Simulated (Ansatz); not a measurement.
Isomers of C3H8AlCl, relaxed with PBE0-D4/def2-TZVP in Ansatz; electronic energies, one conformer each and not always the lowest. Functionals use def2-TZVPP; CBS adds triple-zeta CCSD(T) − MP2 to the MP2 limit of def2-TZVPP and def2-QZVPP.

Problem. Order them by energy at frozen-core CCSD(T)/CBS, lowest first. (Estimate.)
A. `C[CH]([AlH2])CCl`
B. `[CH3][Al]([CH3])[CH2]Cl`
C. `C[CH](C)[AlH][Cl]`

Solution. C (0.0 kJ/mol), B (119.4 kJ/mol), A (226.8 kJ/mol).

Problem. How do MP2/CBS(def2), HF/CBS(def2), PBE-D4, r2SCAN-D4 place them (kJ/mol, against `C[CH](C)[AlH][Cl]`)? (Estimate.)

Solution. The calculation gave: 
```
                   isomer  MP2/CBS(def2)  HF/CBS(def2)  PBE-D4  r2SCAN-D4
       `C[CH]([AlH2])CCl`          231.4         234.7   217.1      228.5
`[CH3][Al]([CH3])[CH2]Cl`          122.9         140.0   107.8      110.1
```
